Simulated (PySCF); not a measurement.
**Shifts of the heteroatoms**

Molfile (atoms numbered from 1):
```
C5H10OSi2
     RDKit          3D

 18 18  0  0  0  0  0  0  0  0999 V2000
   -2.9584    1.0855   -1.4212 O   0  0  0  0  0  0  0  0  0  0  0  0
   -2.1850    0.4814   -0.7275 C   0  0  0  0  0  0  0  0  0  0  0  0
   -2.5155   -0.2452    0.5622 C   0  0  0  0  0  0  0  0  0  0  0  0
   -1.1996   -0.7978    1.0046 C   0  0  0  0  0  0  0  0  0  0  0  0
   -0.2002   -0.5106    0.1744 C   0  0  0  0  0  0  0  0  0  0  0  0
    1.6144   -0.9712    0.3469 Si  0  0  0  0  0  4  0  0  0  0  0  0
    2.9071    0.9446    0.4632 Si  0  0  0  0  0  4  0  0  0  0  0  0
   -0.6994    0.3083   -0.9819 C   0  0  0  0  0  0  0  0  0  0  0  0
   -3.2609   -1.0233    0.3766 H   0  0  0  0  0  0  0  0  0  0  0  0
   -2.9532    0.4460    1.2872 H   0  0  0  0  0  0  0  0  0  0  0  0
   -1.1082   -1.3703    1.9117 H   0  0  0  0  0  0  0  0  0  0  0  0
    1.7144   -1.8328    1.5318 H   0  0  0  0  0  0  0  0  0  0  0  0
    1.9397   -1.8152   -0.8146 H   0  0  0  0  0  0  0  0  0  0  0  0
    2.8063    1.7593   -0.7530 H   0  0  0  0  0  0  0  0  0  0  0  0
    2.5132    1.8153    1.5751 H   0  0  0  0  0  0  0  0  0  0  0  0
    4.3269    0.6360    0.6447 H   0  0  0  0  0  0  0  0  0  0  0  0
   -0.5382   -0.1879   -1.9418 H   0  0  0  0  0  0  0  0  0  0  0  0
   -0.2121    1.2845   -1.0447 H   0  0  0  0  0  0  0  0  0  0  0  0
  1  2  2  0
  2  3  1  0
  3  4  1  0
  4  5  2  0
  5  6  1  0
  6  7  1  0
  5  8  1  0
  8  2  1  0
  3  9  1  0
  3 10  1  0
  4 11  1  0
  6 12  1  0
  6 13  1  0
  7 14  1  0
  7 15  1  0
  7 16  1  0
  8 17  1  0
  8 18  1  0
M  END
```

How the numbers were obtained: GIAO PBE0/pcSseg-1 shieldings, structure optimised with GFN2-xTB, in PySCF (a single conformation, no relativistic terms, averaged over atoms made equivalent by symmetry, fast rotation or ring inversion, isolated molecule).

(1) Predict the 29Si NMR data.

(2) Predict the 17O NMR data.

## Answers

(1) 
```json
{"atoms": "Si6", "environment": "silicon bonded to C, Si, 2 H", "σ (ppm)": "430.3", "δ (ppm)": "-73.7"}
{"atoms": "Si7", "environment": "silicon bonded to Si, 3 H", "σ (ppm)": "468.8", "δ (ppm)": "-105.4"}
```

Shieldings were converted by a linear fit to measured shifts: 29Si: δ = 279.94 − 0.822σ (rms 8.9 ppm, 72 shifts, 25.8 ppm with the 6 outliers that the fit left out vs TMS, solution or neat liquid). Occasional misses reach two or three times the rms, and more in compound classes unlike the fitted ones.

On a 600 MHz spectrometer 29Si resonates near 119.2 MHz, so 1 ppm is 119.2 Hz.

(2) 
```json
{"atoms": "O1", "environment": "ketone oxygen", "σ (ppm)": "-333.8", "δ (ppm)": "570.8"}
```

Shieldings were converted by a linear fit to measured shifts: 17O: δ = 266.70 − 0.911σ (rms 10.7 ppm, 155 shifts, 12.2 ppm with the 3 outliers that the fit left out vs liquid water, solution or neat liquid). Occasional misses reach two or three times the rms, and more in compound classes unlike the fitted ones.

On a 600 MHz spectrometer 17O resonates near 81.3 MHz, so 1 ppm is 81.3 Hz.
